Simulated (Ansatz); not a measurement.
Isolated molecules relaxed with PBE0-D4/def2-TZVP in Ansatz; ΔE leaves out vibrations. CCSD(T)/CBS adds triple-zeta CCSD(T) − MP2 to the extrapolated MP2 energy (def2 sets, frozen cores). This one scheme is used for every species. DFT in def2-TZVPP. B3LYP here is the variant with VWN-RPA as its local correlation; programs differ in this. Each species was taken in one conformer, which may not be the lowest.

Reaction (ligand exchange at a B–C bond): `BCB` + `O[SiH2]S[SiH3]` → `BO[SiH2]S[SiH3]` + `BC`

**Question.** Is it downhill or uphill in electronic energy at CCSD(T)/CBS, and by how much? (Estimate.)

**Answer.** Computed: Downhill: ΔE = -28.0 kcal/mol.

**Question.** What do these levels give: r2SCAN-D4, PBE, PBE0, B3LYP, HF/def2-QZVPP, MP2/def2-QZVPP? (Best estimate.)

**Answer.** Computed: r2SCAN-D4 -27.6, PBE -26.0, PBE0 -26.4, B3LYP -28.6, HF/def2-QZVPP -30.8, MP2/def2-QZVPP -27.9 kcal/mol.

Largest T1 diagnostic among the species: 0.013.

The D4 term adds −0.9 kcal/mol with B3LYP and −0.5 kcal/mol with PBE0; it sums over pairs of atoms, weighted by their polarisabilities, and B3LYP, whose exchange is more repulsive, gets the larger term. In def2-TZVPP, CCSD(T) changes the Hartree–Fock value by +2.3 kcal/mol (the triples alone add +0.2 kcal/mol) and MP2 by +2.6 kcal/mol.
